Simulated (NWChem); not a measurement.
System: CH3FSn, singlet; SMILES [CH3][Sn][F]

Input file for NWChem:

```
start job
memory heap 200 mb stack 900 mb global 1100 mb
geometry units angstroms noautoz
  Sn     0.270907     0.054471     0.360241
  F     -0.961103     1.351803    -0.454741
  C     -1.086068    -1.646450     0.064251
  H     -0.603101    -2.433037    -0.539860
  H     -1.995493    -1.298098    -0.447781
  H     -1.362594    -2.095481     1.033411
end
basis spherical
  * library def2-svp
end
ecp
  Sn library def2-ecp
end
dft
  xc xpbe96 cpbe96
  iterations 150
  vectors input atomic output neutral.movecs
end
task dft energy
charge 1
dft
  odft
  mult 2
  vectors input atomic output cation.movecs
end
task dft energy
```

Parts of the log:

```
             Northwest Computational Chemistry Package (NWChem) 7.3.0
             --------------------------------------------------------

 C1  symmetry detected

                             Geometry "geometry" -> ""
                             -------------------------

 Output coordinates in angstroms (scale by  1.889725989 to convert to a.u.)

  No.       Tag          Charge          X              Y              Z
 ---- ---------------- ---------- -------------- -------------- --------------
    1 Sn                  50.0000     0.38319855     0.06667093    -0.00003198
    2 F                    9.0000    -1.07369084     1.38674212    -0.00003433
    3 C                    6.0000    -0.97717778    -1.65713291    -0.00028872
    4 H                    1.0000    -0.79159797    -2.30314191    -0.87502230
    5 H                    1.0000    -2.01653510    -1.29698791    -0.02502012
    6 H                    1.0000    -0.82551000    -2.27129838     0.90368264

 Effective nuclear repulsion energy (a.u.)     245.1084343583

 Summary of "ao basis" -> "ao basis" (spherical)
 ------------------------------------------------------------------------------
       Tag                 Description            Shells   Functions and Types
 ---------------- ------------------------------  ------  ---------------------
 Sn                         def2-svp                10       26   4s4p2d
 F                          def2-svp                 6       14   3s2p1d
 C                          def2-svp                 6       14   3s2p1d
 H                          def2-svp                 3        5   2s1p

            General Information
            -------------------
          SCF calculation type: DFT
          Wavefunction type:  closed shell.
          No. of atoms     :     6
          No. of electrons :    40
           Alpha electrons :    20
            Beta electrons :    20
          Charge           :     0
          Spin multiplicity:     1
          Use of symmetry is: off; symmetry adaption is: off
          Maximum number of iterations: 150
          AO basis - number of functions:    69
                     number of shells:    31
          Convergence on energy requested:  1.00D-06
          Convergence on density requested:  1.00D-05
          Convergence on gradient requested:  5.00D-04

              XC Information
              --------------
          PerdewBurkeErnzerhof Exchange Functional  1.000
            Perdew 1991 LDA Correlation Functional  1.000 local
           PerdewBurkeErnz. Correlation Functional  1.000 non-local

             Grid Information
             ----------------
          Grid used for XC integration:  medium
          Radial quadrature: Mura-Knowles
          Angular quadrature: Lebedev.
          Tag              B.-S. Rad. Rad. Pts. Rad. Cut. Ang. Pts.
          ---              ---------- --------- --------- ---------
          Sn                  1.45      123           9.0       590
          F                   0.50       49          10.0       434
          C                   0.70       49           9.0       434
          H                   0.35       45          10.0       434
          Grid pruning is: on
          Number of quadrature shells:   356
          Spatial weights used:  Erf1

      Superposition of Atomic Density Guess
      -------------------------------------

 Sum of atomic energies:        -387.51090193

      Non-variational initial energy
      ------------------------------

 Total energy =    -352.213605
 1-e energy   =    -807.386905
 2-e energy   =     334.390321
 HOMO         =      -0.241127
 LUMO         =      -0.052293

   convergence    iter        energy       DeltaE   RMS-Dens  Diis-err
 ---------------- ----- ----------------- --------- --------- ---------
 d= 0,ls=0.0,diis     1   -353.7087379987 -4.74D+02  4.51D-02  7.12D-01
 d= 0,ls=0.0,diis     2   -351.1899714649  2.52D+00  3.56D-02  2.14D+01
 d= 0,ls=0.0,diis     3   -353.7932811638 -2.60D+00  7.57D-03  1.11D-01
 d= 0,ls=0.0,diis     4   -353.7927686715  5.12D-04  3.55D-03  1.23D-01
 d= 0,ls=0.0,diis     5   -353.8100100323 -1.72D-02  6.60D-04  1.57D-03
  Resetting Diis
 d= 0,ls=0.0,diis     6   -353.8102415390 -2.32D-04  2.03D-04  9.48D-05
 d= 0,ls=0.0,diis     7   -353.8102577435 -1.62D-05  1.07D-04  9.56D-06
 d= 0,ls=0.0,diis     8   -353.8102526244  5.12D-06  6.70D-05  6.27D-05
 d= 0,ls=0.0,diis     9   -353.8102587837 -6.16D-06  1.59D-05  9.21D-07
 d= 0,ls=0.0,diis    10   -353.8102588822 -9.86D-08  1.80D-06  2.74D-08

         Total DFT energy =     -353.810258882229
      One electron energy =     -810.053450586149
           Coulomb energy =      370.357945499477
    Exchange-Corr. energy =      -34.897732886614
 Nuclear repulsion energy =      120.782979091057

 Numeric. integr. density =       39.999993071656

                       DFT Final Molecular Orbital Analysis
                       ------------------------------------

 Vector   18  Occ=2.000000D+00  E=-2.956567D-01
              MO Center= -9.9D-01,  1.3D+00, -1.6D-06, r^2= 9.1D-01
   Bfn.  Coefficient  Atom+Function         Bfn.  Coefficient  Atom+Function
  ----- ------------  ---------------      ----- ------------  ---------------
    32      0.630921  2 F  pz                35     -0.444994  2 F  pz
    13     -0.123843  1 Sn pz                16     -0.114253  1 Sn pz
    46      0.055622  3 C  pz                18      0.052440  1 Sn d -1
    20      0.051337  1 Sn d  1              65      0.045055  6 H  s
    25     -0.044322  1 Sn d  1              55     -0.043665  4 H  s

 Vector   19  Occ=2.000000D+00  E=-2.849128D-01
              MO Center= -7.6D-01,  1.0D+00, -5.8D-04, r^2= 1.9D+00
   Bfn.  Coefficient  Atom+Function         Bfn.  Coefficient  Atom+Function
  ----- ------------  ---------------      ----- ------------  ---------------
    31      0.583808  2 F  py                34     -0.410732  2 F  py
     3     -0.219627  1 Sn s                 11     -0.163717  1 Sn px
     4     -0.139401  1 Sn s                 30      0.114320  2 F  px
    45     -0.108148  3 C  py                 2      0.094285  1 Sn s
    33     -0.081237  2 F  px                60     -0.081418  5 H  s

 Vector   20  Occ=2.000000D+00  E=-2.003390D-01
              MO Center=  7.5D-03, -3.4D-01,  3.4D-05, r^2= 3.6D+00
   Bfn.  Coefficient  Atom+Function         Bfn.  Coefficient  Atom+Function
  ----- ------------  ---------------      ----- ------------  ---------------
     4      0.316945  1 Sn s                 11      0.311375  1 Sn px
     3      0.309007  1 Sn s                 45     -0.279065  3 C  py
    43     -0.264786  3 C  s                 44     -0.238994  3 C  px
    30      0.218739  2 F  px                48     -0.205644  3 C  py
    12      0.181548  1 Sn py                33     -0.166804  2 F  px

 Vector   21  Occ=0.000000D+00  E=-1.145236D-01
              MO Center=  3.5D-01,  7.6D-02, -2.8D-04, r^2= 3.4D+00
   Bfn.  Coefficient  Atom+Function         Bfn.  Coefficient  Atom+Function
  ----- ------------  ---------------      ----- ------------  ---------------
    13      0.580756  1 Sn pz                16      0.556447  1 Sn pz
    32      0.203086  2 F  pz                10     -0.178670  1 Sn pz
    35     -0.168659  2 F  pz                 7     -0.165786  1 Sn pz
    66     -0.089522  6 H  s                 56      0.086376  4 H  s
    65     -0.085652  6 H  s                 55      0.083056  4 H  s

 Vector   22  Occ=0.000000D+00  E=-3.086892D-02
              MO Center=  4.8D-01,  6.5D-02,  2.5D-04, r^2= 4.2D+00
   Bfn.  Coefficient  Atom+Function         Bfn.  Coefficient  Atom+Function
  ----- ------------  ---------------      ----- ------------  ---------------
    15      0.734289  1 Sn py                14     -0.360722  1 Sn px
    12      0.349759  1 Sn py                43      0.307094  3 C  s
    29     -0.299392  2 F  s                  3      0.216448  1 Sn s
    11     -0.209335  1 Sn px                61     -0.209802  5 H  s
    30      0.200510  2 F  px                33     -0.169580  2 F  px

 Vector   23  Occ=0.000000D+00  E= 1.909978D-02
              MO Center= -1.0D-01, -5.9D-01,  6.6D-03, r^2= 6.0D+00
   Bfn.  Coefficient  Atom+Function         Bfn.  Coefficient  Atom+Function
  ----- ------------  ---------------      ----- ------------  ---------------
    43      1.607834  3 C  s                 14      0.797688  1 Sn px
     4     -0.560527  1 Sn s                 15      0.552428  1 Sn py
    66     -0.546055  6 H  s                 56     -0.539744  4 H  s
    47      0.271722  3 C  px                11      0.236559  1 Sn px
    42      0.229391  3 C  s                 61     -0.199009  5 H  s

     Multipole analysis of the density
     ---------------------------------

     L   x y z        total         alpha         beta         nuclear
     -   - - -        -----         -----         ----         -------
     0   0 0 0     -0.000000    -20.000000    -20.000000     40.000000

     1   1 0 0      0.611075     10.443501     10.443501    -20.275927
     1   0 1 0     -0.704668      1.411523      1.411523     -3.527714
     1   0 0 1      0.000829     -0.000431     -0.000431      0.001692

     2   2 0 0    -28.958026    -58.598761    -58.598761     88.239497
     2   1 1 0      0.893833     -5.250920     -5.250920     11.395673
     2   1 0 1     -0.004454     -0.000220     -0.000220     -0.004015
     2   0 2 0    -29.100416    -96.733338    -96.733338    164.366259
     2   0 1 1     -0.006224      0.001149      0.001149     -0.008521
     2   0 0 2    -24.372454    -15.012605    -15.012605      5.652755

                                 NWChem DFT Module
                                 -----------------

[...]
```

Level: PBE/def2-SVP with def2 effective core potentials on Sn, vertical spin-unrestricted ions. Low-valent species are run as closed-shell singlets; no triplet was tried in these runs. Coordinates come from a PBE0/def2-SVP optimisation. Not confirmed as a minimum by frequencies. def2 effective core potentials on Sn; no spin-orbit coupling.
